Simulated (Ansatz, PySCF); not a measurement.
Reaction R1 + 2 R2 → P1 + P2, each structure at its B3LYP-D3(BJ)/def2-TZVP stationary point, reached from a drawn start (curvature not checked).
P1: AlH3O3 (SMILES [OH][Al]([OH])[OH]), charge 0, multiplicity 1.
R1, AlHO (SMILES [OH][Al]) (charge 0, multiplicity 1):
| atom | x (Å) | y (Å) | z (Å) |
|---|---|---|---|
| Al | 0.4468 | -0.2618 | -1.3422 |
| O | -0.0750 | 0.0439 | 0.2268 |
| H | -0.3718 | 0.2179 | 1.1154 |
P2, H2 (SMILES [H][H]) (charge 0, multiplicity 1):
```xyz
2

H      0.00000     0.00000     0.37199
H      0.00000     0.00000    -0.37199
```
R2: H2O (SMILES O), charge 0, multiplicity 1.

```json
[
 {"level": "PBE-D4/def2-TZVPP", "reaction energy (eV)": "-3.021", "minus CCSD(T)/CBS(cc-pV(T+d)Z, cc-pV(Q+d)Z)": "0.304"},
 {"level": "BLYP/def2-TZVPP", "reaction energy (eV)": "-2.973", "minus CCSD(T)/CBS(cc-pV(T+d)Z, cc-pV(Q+d)Z)": "0.351"},
 {"level": "BLYP-D3(BJ)/def2-TZVPP", "reaction energy (eV)": "-3.062", "minus CCSD(T)/CBS(cc-pV(T+d)Z, cc-pV(Q+d)Z)": "0.263"},
 {"level": "r2SCAN/def2-TZVPP", "reaction energy (eV)": "-3.448", "minus CCSD(T)/CBS(cc-pV(T+d)Z, cc-pV(Q+d)Z)": "-0.123"},
 {"level": "r2SCAN-D3(BJ)/def2-TZVPP", "reaction energy (eV)": "-3.460", "minus CCSD(T)/CBS(cc-pV(T+d)Z, cc-pV(Q+d)Z)": "-0.136"},
 {"level": "r2SCAN-D4/def2-TZVPP", "reaction energy (eV)": "-3.463", "minus CCSD(T)/CBS(cc-pV(T+d)Z, cc-pV(Q+d)Z)": "-0.138"},
 {"level": "B3LYP-D3(BJ)/def2-TZVPP", "reaction energy (eV)": "-3.158", "minus CCSD(T)/CBS(cc-pV(T+d)Z, cc-pV(Q+d)Z)": "0.166"},
 {"level": "BHLYP/def2-TZVPP", "reaction energy (eV)": "-3.219", "minus CCSD(T)/CBS(cc-pV(T+d)Z, cc-pV(Q+d)Z)": "0.106"},
 {"level": "M06-2X/def2-TZVPP", "reaction energy (eV)": "-3.327", "minus CCSD(T)/CBS(cc-pV(T+d)Z, cc-pV(Q+d)Z)": "-0.002"},
 {"level": "B2PLYP-D3(BJ)/def2-TZVPP", "reaction energy (eV)": "-3.273", "minus CCSD(T)/CBS(cc-pV(T+d)Z, cc-pV(Q+d)Z)": "0.052"},
 {"level": "MP2/cc-pV(D+d)Z", "reaction energy (eV)": "-3.333", "minus CCSD(T)/CBS(cc-pV(T+d)Z, cc-pV(Q+d)Z)": "-0.009"},
 {"level": "SCS-MP2/cc-pV(Q+d)Z", "reaction energy (eV)": "-3.427", "minus CCSD(T)/CBS(cc-pV(T+d)Z, cc-pV(Q+d)Z)": "-0.102"},
 {"level": "CCSD/cc-pV(D+d)Z", "reaction energy (eV)": "-2.989", "minus CCSD(T)/CBS(cc-pV(T+d)Z, cc-pV(Q+d)Z)": "0.335"},
 {"level": "CCSD(T)/CBS(cc-pV(T+d)Z, cc-pV(Q+d)Z)", "reaction energy (eV)": "-3.324", "minus CCSD(T)/CBS(cc-pV(T+d)Z, cc-pV(Q+d)Z)": "0.000"}
]
```

 The comparison column counts from a level with limits of its own.

P less R. No zero-point or thermal terms. One arrangement of each flexible species, with no search for the lowest.

Frozen-core correlation throughout. CBS(a, b) extrapolates the correlation energy as X⁻³ and adds the Hartree–Fock energy of set b.

Run with Ansatz (Gaussian orbitals); PySCF for M06-2X and the D3/D4 terms. Each number belongs to the level named beside it.

Ansatz is a first-principles code.
